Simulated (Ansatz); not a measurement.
One change: `F[SiH2]CS` becomes `COC[SiH2]F`.

Ansatz, PBE0-D4/def2-TZVP geometries, multiplicity 1. Each molecule was computed in one conformer, which needn't be the lowest.

```tsv
property	`F[SiH2]CS`
HOMO–LUMO gap (PBE0/def2-TZVPP) / eV	7.00
size of the dipole moment (ωB97M-V/def2-TZVPP) / D	1.58
HOMO–LUMO gap (ωB97M-V/def2-TZVPP) / eV	10.93
LUMO energy (PBE0/def2-TZVPP) / eV	0.03
HOMO energy (ωB97M-V/def2-TZVPP) / eV	-9.18
size of the dipole moment (PBE/def2-TZVPP) / D	1.52
```

What does the change do to each property? (Estimate.)

Computed: 
```json
{"property": "HOMO–LUMO gap (PBE0/def2-TZVPP) / eV", "`COC[SiH2]F`": "7.54", "shift": "0.54"}
{"property": "size of the dipole moment (ωB97M-V/def2-TZVPP) / D", "`COC[SiH2]F`": "2.33", "shift": "0.75"}
{"property": "HOMO–LUMO gap (ωB97M-V/def2-TZVPP) / eV", "`COC[SiH2]F`": "11.54", "shift": "0.61"}
{"property": "LUMO energy (PBE0/def2-TZVPP) / eV", "`COC[SiH2]F`": "0.29", "shift": "0.26"}
{"property": "HOMO energy (ωB97M-V/def2-TZVPP) / eV", "`COC[SiH2]F`": "-9.58", "shift": "-0.40"}
{"property": "size of the dipole moment (PBE/def2-TZVPP) / D", "`COC[SiH2]F`": "2.19", "shift": "0.67"}
```

With PBE0 the HOMO falls by 0.28 eV and the LUMO rises by 0.26 eV, so the gap widens by about 0.54 eV. PBE moves the HOMO by -0.01 eV and ωB97M-V by -0.40 eV. Dipoles are sizes alone; their direction can turn.
